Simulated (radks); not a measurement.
Problem. Coherent X-ray form factor from a spherical all-electron density. All-electron calculation, scalar-relativistic Kohn-Sham, PBE, spin-unpolarised, spherical densities, finite nucleus; Fermi nuclear charge, rms radius of each element as measured or else 0.836 A^(1/3) + 0.57 fm. Program: a radial shooting solver on a logarithmic mesh with Libxc functionals.

| sin(theta)/lambda (1/angstrom) | f0 (electrons) |
|---|---|
| 0.05 | 69.994 |
| 0.1 | 67.432 |
| 0.15 | 64.165 |
| 0.2 | 60.739 |
| 0.25 | 57.331 |
| 0.3 | 53.987 |
| 0.4 | 47.676 |
| 0.5 | 42.136 |
| 0.6 | 37.423 |
| 0.8 | 29.961 |
| 1 | 24.480 |
| 1.25 | 19.843 |
| 1.5 | 16.959 |
| 2 | 13.420 |

The species is in the configuration that NIST lists as its ground one. Which atom or ion scatters so?

Solution. The hafnium ion Hf+, [Xe] 4f14 5d1 6s2. Extrapolating in s^2 from the first two rows gives f0(0) = 70.8, near the electron count 71; among species with that count, the fall with angle is slower the higher Z, and the table is that of Z = 72; from so few rows the species is fixed only to a neighbour or two.
